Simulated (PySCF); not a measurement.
C₈H₅N₅, SMILES C1C=C2C=CN=C3N2C(=NC=N3)N=1. Heavy atoms are numbered as in [CH:1]1=[CH:2][C:3]2=[CH:4][CH:5]=[N:6][C:7]3=[N:8][CH:9]=[N:10][C:11](=[N:12]1)[N:13]23. Hydrogens are named by the atom that carries them.

Geometry optimised at PBE-D3(BJ)/def2-SVP.

Method: PBE/def2-SVP run with PySCF.

ESP charges are fitted to the potential on shells at 1.4 to 2.0 van der Waals radii. Atomic charges (e), one atom of each kind:

| atom | ESP fit | Löwdin | meta-Löwdin | Mulliken |
|---|---|---|---|---|
| C1 (CH) | 0.46 | 0.05 | … | 0.08 |
| C2 (CH) | -0.78 | -0.10 | … | -0.06 |
| C3 | 0.93 | 0.06 | 0.13 | 0.17 |
| N6 | -0.73 | -0.10 | … | -0.07 |
| C7 | 1.18 | 0.07 | 0.28 | 0.08 |
| N8 | -0.82 | -0.12 | … | -0.09 |
| C9 (CH) | 0.64 | 0.06 | 0.13 | 0.08 |
| N13 | -0.87 | 0.07 | … | -0.21 |
| H on C1 | 0.07 | 0.04 | 0.12 | 0.03 |
| H on C2 | 0.25 | 0.04 | 0.12 | 0.01 |
| H on C9 | 0.05 | 0.03 | 0.12 | 0.04 |

Q: Some entries are withheld; supply them. (Estimate from the structure and the level; the computed values follow.)

A: 
- C1 (CH), meta-Löwdin: 0.04
- C2 (CH), meta-Löwdin: -0.19
- N6, meta-Löwdin: -0.27
- N8, meta-Löwdin: -0.28
- N13, meta-Löwdin: -0.02

Q: Give the Mayer and Wiberg (Löwdin basis) orders of the bonds. (The exact figures need the calculation; the answer reports its results.)

A: 
```csv
bond,Mayer,Wiberg
C1–C2,1.41,1.50
C2–C3,1.29,1.33
C3–C4,1.29,1.33
C4–C5,1.41,1.50
C5–N6,1.46,1.55
N6–C7,1.50,1.56
C7–N8,1.45,1.51
N8–C9,1.48,1.61
C9–N10,1.48,1.61
N10–C11,1.45,1.51
C1–N12,1.46,1.55
C11–N12,1.50,1.56
C3–N13,1.13,1.22
C7–N13,1.02,1.15
C11–N13,1.02,1.15
```
